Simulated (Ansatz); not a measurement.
Consider the atomization: `C=CBC=[Se]` → B• + 3 C• + 5 H• + Se•.

Calculated with Ansatz (gas phase, PBE0-D4/def2-TZVP geometries, no zero-point term in ΔE). CBS: MP2 limit from def2 TZ/QZ plus the TZ coupled-cluster correction, frozen cores. This one scheme is used for every species, atoms too. For atomizations the MP2-based limit and the directly extrapolated one differ by several kJ/mol either way, and by 10 to 25 for some Ge, Se and Sn compounds, so smaller differences from it don't rank the levels. Functionals use def2-TZVPP. No spin–orbit coupling; open shells (•) take unrestricted orbitals. Spin–orbit coupling would lower the free atoms: a little for B, C; clearly for Se. For Se outer-core shells are correlated without core-valence functions, so the limit isn't a true one: a few kJ/mol of doubt a bond, and 10 to 20 or more in all where bonds break to atoms. Scalar relativity is left out up to krypton. Each species was taken in one conformer, which may not be the lowest.

`C=CBC=[Se]`:

Z-matrix (Å, degrees):
```
B
C 1 1.549
Se 1 2.614 2 116.5
C 1 1.534 2 122.9 3 -46.7
H 1 1.200 2 120.3 3 134.5
C 2 1.336 1 124.0 3 50.2
H 2 1.088 1 118.4 3 -131.8
H 4 1.087 1 133.1 2 -86.1
H 6 1.086 2 122.3 1 178.2
H 6 1.086 2 121.6 1 -2.8
```

```tsv
species	PBE energy (Eh)
`C=CBC=[Se]`	-2543.15583
B•	-24.61008
C•	-37.79597
H•	-0.49962
Se•	-2401.12489
```

Problem. Work out ΔE.

Solution. ΔE = 5 × (-0.49962) + 3 × (-37.79597) + (-24.61008) + (-2401.12489) − (-2543.15583) = 1.53485 Eh = +4029.7 kJ/mol. CCSD(T)/CBS gives +3917.3 kJ/mol.

Largest T1 diagnostic among the species: 0.017.

From r2SCAN to r2SCAN0 (25 % exact exchange), in def2-TZVPP and without D4, ΔE moves by −71.4 kJ/mol: exact exchange takes away binding that semilocal exchange gives to molecules. In def2-TZVPP, CCSD(T) changes the Hartree–Fock value by +948.5 kJ/mol (the triples alone add +77.0 kJ/mol) and MP2 by +1026.5 kJ/mol; breaking electron pairs costs correlation energy, which Hartree–Fock lacks. Leaving LDA and LC-ωPBE aside and taking each functional with its dispersion term where it has one, the values, not all of them listed here, spread over 241.7 kJ/mol, from BHLYP-D4 to PBE-D4. LDA lies +487.8 kJ/mol from PBE without D4, its usual overbinding.
